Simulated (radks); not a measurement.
Spherical jellium clusters: N electrons in a uniform positive sphere of charge N and radius rs N^(1/3), rs = 4.12 bohr. Calculated with a radial shooting solver with Libxc functionals: non-relativistic Kohn-Sham, LDA (Slater exchange, Perdew-Wang correlation), spin-polarised, spherical densities. Levels are named by radial order and angular momentum (1s, 1p, 1d, 2s, ...), and open shells are averaged over m. Each electron was tried in the lowest free levels, single moves between levels near the top were tried too, and the lowest total energy was kept; such a search can miss a lower state. Energies include the self-energy of the background; IP and EA are vertical (highest electron removed, lowest free level filled), at fixed background; spill-out counts the electrons outside the background radius R, and alpha is the static dipole polarisability from linear response (closed shells only). A dash means not computed or, for alpha, an open shell; in EA it means that no bound solution was reached, which is typical of self-interaction and does not show that the anion is unstable. Real open-shell clusters deform, which this model forbids.

N	open shells	2S	E/N (eV)	E(N+1) + E(N-1) - 2E(N) (eV)	EA (eV)	-e(HOMO) (eV)	spill-out (e)	alpha/R^3
1	1s(up 1, down 0)	1	-1.253	-	-	2.953	0.37	-
2	none	0	-1.683	1.047	-	3.122	0.54	1.609
3	1p(up 1, down 0)	1	-1.477	-0.620	-	2.111	0.83	-
4	1p(up 2, down 0)	2	-1.529	-0.433	-	2.610	1.00	-
5	1p(up 3, down 0)	3	-1.646	0.293	-	2.930	1.12	-
6	1p(up 3, down 1)	2	-1.676	-0.351	-	2.669	1.26	-
7	1p(up 3, down 2)	1	-1.747	-0.254	1.583	2.950	1.37	-
8	none	0	-1.833	1.136	-	3.152	1.46	1.418
9	1d(up 1, down 0)	1	-1.773	-0.255	-	2.085	1.64	-
10	1d(up 2, down 0)	2	-1.750	-0.217	-	2.331	1.77	-
11	1d(up 3, down 0)	3	-1.752	-0.185	1.323	2.530	1.89	-
12	1d(up 4, down 0)	4	-1.768	-0.159	1.498	2.693	1.99	-
13	1d(up 5, down 0)	5	-1.795	0.325	1.206	2.830	2.07	-
14	1d(up 5, down 1)	4	-1.794	-0.170	1.399	2.527	2.18	-
15	1d(up 5, down 2)	3	-1.804	-0.145	1.562	2.683	2.27	-
16	1d(up 5, down 3)	2	-1.823	-0.126	1.702	2.814	2.36	-
17	1d(up 5, down 4)	1	-1.847	-0.110	1.825	2.926	2.44	-
18	none	0	-1.874	0.209	1.659	3.024	2.52	1.318
19	2s(up 1, down 0)	1	-1.887	0.201	1.521	2.814	2.67	-
20	none	0	-1.889	0.376	1.160	2.652	2.88	1.350
21	1f(up 1, down 0)	1	-1.873	-0.118	1.289	2.306	2.97	-
22	1f(up 2, down 0)	2	-1.863	-0.108	1.405	2.415	3.05	-
23	1f(up 3, down 0)	3	-1.860	-0.099	1.511	2.513	3.12	-
24	1f(up 4, down 0)	4	-1.860	-0.091	1.606	2.602	3.19	-
25	1f(up 5, down 0)	5	-1.864	-0.083	1.694	2.682	3.26	-
26	1f(up 6, down 0)	6	-1.871	-0.077	1.775	2.756	3.32	-
27	1f(up 7, down 0)	7	-1.881	0.285	1.500	2.823	3.38	-
28	1f(up 7, down 1)	6	-1.879	-0.087	1.596	2.546	3.45	-
29	1f(up 7, down 2)	5	-1.881	-0.080	1.684	2.628	3.53	-
30	1f(up 7, down 3)	4	-1.885	-0.074	1.765	2.702	3.59	-
31	1f(up 7, down 4)	3	-1.892	-	1.839	2.771	3.66	-

All shells are closed at N = 2, 8, 18, 20 (there: 1s2 1p6 1d10 2s2); the second difference of the energy has clear peaks (12 % above both neighbours; the first and last values, which can be the largest, are not judged, and half-filled shells can peak too) at N = 5, 8, 13, 20, 27.
